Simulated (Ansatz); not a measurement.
Input file for Ansatz (an electronic-structure program): U-wB97X-V/cc-pVTZ on BBrH2 (SMILES BBr), a point of a bond scan (R = 1.903 Å).

Ansatz 0.2 input:
```yaml
crystal:
  periodic: [false, false, false]
  atoms:
    - {symbol: B, position_ang: [-0.84896739, -1.29115255, 0.21121296]}
    - {symbol: H, position_ang: [-0.47171957, -2.07374537, 1.01486037]}
    - {symbol: H, position_ang: [-1.82647135, -1.42145963, -0.44309788]}
    - {symbol: Br, position_ang: [0.18694365, 0.28431336, -0.04650935]}
basis:
  gaussian:
    orbitals: cc-pVTZ
hamiltonian:
  xc: {name: wB97X-V}
magnetization: {spin_polarized: true, initial_magnetization: 0}
```

It printed:

```
WARN ansatz: RAYON_NUM_THREADS=1 ignored (pool sized by the plan → 1); use --threads N
Functional definition: wB97X-V
integrals: 0.04 GiB planned
733 factors; their error is unknown
integrals: 0.07 GiB planned
132 factors; integrals over basis functions are off by at most 3.4e-5 eV
mean field: 0.56 GiB planned
mean field evaluation 1: about -70749.9708 eV, gradient 5.7e0 eV
mean field evaluation 2: about -70750.1699 eV, gradient 1.3e0 eV
mean field evaluation 4: about -70750.1844 eV, gradient 1.2e-1 eV
mean field evaluation 8: about -70750.3271 eV, gradient 2.3e-2 eV
mean field evaluation 16: about -70750.3271 eV, gradient 2.4e-5 eV
mean field -70750.32707725 eV, -2600.0265637950 hartree, gradient 2.4e-5 eV, S^2 0.000000; 0 other end points of the search recorded, 0 dependent functions left out
reference -70750.32707579 eV, -2600.0265637410 hartree; 21, 21 occupied and 80, 80 virtual orbitals, 733 factors
Total energy: -70750.32707579 eV, -2600.0265637410 hartree
```

Self-consistency was reached.

Cost: about 4 core-seconds (a rough figure).
